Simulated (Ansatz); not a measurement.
This Ansatz (an electronic-structure program) input (wB97M-V/cc-pV(5+d)Z) gives -289.36160 Eh with 100 basis functions. A basis named .json is the Basis Set Exchange file of that set (core-valence sets with the plain set on hydrogen).

Ansatz 0.2 input:
```yaml
crystal:
  periodic: [false, false, false]
  atoms:
    - {symbol: Si, position_ang: [0.00000000, 0.00000000, 0.00000000]}
basis:
  gaussian:
    orbitals: cc-pV_5+d_Z.json
hamiltonian:
  xc: {name: wB97M-V}
magnetization: {spin_polarized: true, initial_magnetization: 2}
scf: {lower_state_search: full}
```

Change:
```diff
- orbitals: cc-pV_5+d_Z.json
+ orbitals: 6-31G*
```

Task: What does the run give now?

Result: -289.33330 Eh (wB97M-V/6-31G*, 19 functions), a change of +28.30 mEh.
